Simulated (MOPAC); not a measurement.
MOPAC input (AM1):

```
AM1 1SCF UHF MS=0.5 GEO-OK AUX(PRECISION=9) THREADS=1
H3BO2P

O    -0.41745200 1    0.01298800 1   -1.49468300 1
B    -0.68082200 1   -0.00807500 1   -0.24945000 1
O    -1.76088500 1   -0.03711100 1    0.56846900 1
P     1.24898200 1    0.01413800 1    0.50813900 1
H    -1.55391800 1   -0.04619400 1    1.50725500 1
H     1.84260200 1   -1.01689400 1   -0.25023900 1
H     1.80738800 1    1.08437900 1   -0.22214500 1
```

From the output:

```
                                                       MOPAC v23.2.5 Linux

          FINAL HEAT OF FORMATION =        -87.46280 KCAL/MOL =    -365.94435 KJ/MOL

          COSMO AREA              =        102.23 SQUARE ANGSTROMS
          COSMO VOLUME            =         86.14 CUBIC ANGSTROMS

          IONIZATION POTENTIAL    =         10.022469 EV
          ALPHA SOMO LUMO (EV)    =        -10.022  0.360
          BETA  SOMO LUMO (EV)    =        -11.214 -2.488
          NO. OF ALPHA ELECTRONS  =         12
          NO. OF BETA  ELECTRONS  =         11
          MOLECULAR WEIGHT        =         76.8063         POINT GROUP:  Cs

          MOLECULAR DIMENSIONS (Angstroms)

            Atom       Atom       Distance
            H     7    H     5     3.94555
            O     1    H     6     2.55740
            O     1    H     5     1.70046

          SCF CALCULATIONS        =          1

   ATOM   CHEMICAL          X               Y               Z
  NUMBER   SYMBOL      (ANGSTROMS)     (ANGSTROMS)     (ANGSTROMS)

     1       O         -0.41745200  *   0.01298800  *  -1.49468300  *
     2       B         -0.68082200  *  -0.00807500  *  -0.24945000  *
     3       O         -1.76088500  *  -0.03711100  *   0.56846900  *
     4       P          1.24898200  *   0.01413800  *   0.50813900  *
     5       H         -1.55391800  *  -0.04619400  *   1.50725500  *
     6       H          1.84260200  *  -1.01689400  *  -0.25023900  *
     7       H          1.80738800  *   1.08437900  *  -0.22214500  *

                             CARTESIAN COORDINATES

   1    O       -0.417452000     0.012988000    -1.494683000
   2    B       -0.680822000    -0.008075000    -0.249450000
   3    O       -1.760885000    -0.037111000     0.568469000
   4    P        1.248982000     0.014138000     0.508139000
   5    H       -1.553918000    -0.046194000     1.507255000
   6    H        1.842602000    -1.016894000    -0.250239000
   7    H        1.807388000     1.084379000    -0.222145000

           Empirical Formula: H3 O2 B P  =     7 atoms

      MOLECULAR POINT GROUP   :   Cs

          ALPHA EIGENVALUES
 -38.16630 -36.85282 -21.98426 -20.92754 -17.63045 -16.03849 -15.36972 -14.11345
 -13.32649 -12.61722 -11.88148 -10.02247   0.36013   1.12430   1.27373   2.94506
   2.98764   6.17499   7.64092

           BETA EIGENVALUES
 -38.06059 -35.55694 -21.66404 -20.71852 -17.24729 -15.71840 -15.27193 -13.26737
 -12.46520 -12.33168 -11.21411  -2.48750   0.58791   1.28836   1.30734   2.95276
   3.07650   6.23648   7.87212

              NET ATOMIC CHARGES AND DIPOLE CONTRIBUTIONS

  ATOM NO.   TYPE          CHARGE      No. of ELECS.   s-Pop       p-Pop
    1          O          -0.251203        6.2512     1.91128     4.33992
    2          B           0.207962        2.7920     1.14549     1.64655
    3          O          -0.244405        6.2444     1.83544     4.40897
    4          P          -0.155215        5.1552     1.82710     3.32811
    5          H           0.259782        0.7402     0.74022
    6          H           0.091539        0.9085     0.90846
    7          H           0.091539        0.9085     0.90846
 DIPOLE           X         Y         Z       TOTAL
 POINT-CHG.     0.626    -0.019     2.181     2.269
 HYBRID         0.957     0.025    -0.675     1.171
 SUM            1.583     0.006     1.506     2.185

          ATOMIC ORBITAL ELECTRON POPULATIONS

     Atom    s        px        py        pz
    1  O   1.91128   1.49811   1.71605   1.12576
    2  B   1.14549   0.57449   0.42011   0.65195
    3  O   1.83544   1.31250   1.86724   1.22922
    4  P   1.82710   1.09012   1.08939   1.14859
    5  H   0.74022
    6  H   0.90846
    7  H   0.90846

                    (SZ)    =    0.500000
                    (S**2)  =    0.781665

          ATOMIC ORBITAL SPIN POPULATIONS

    Atom   Total    s     px     py     pz
         Atomic
    1  O  0.4488  0.004  0.314  0.016  0.115
    2  B -0.1352 -0.038 -0.072 -0.015 -0.010
    3  O  0.0326 -0.001  0.031 -0.001  0.003
    4  P  0.6964 -0.008  0.373  0.020  0.312
    5  H -0.0049 -0.005
    6  H -0.0189 -0.019
    7  H -0.0189 -0.019

 **********************
 *                    *
 * JOB ENDED NORMALLY *
 *                    *
 **********************

 == MOPAC DONE ==
```

The geometry given is a B3LYP-D3(BJ)/def2-TZVP minimum.
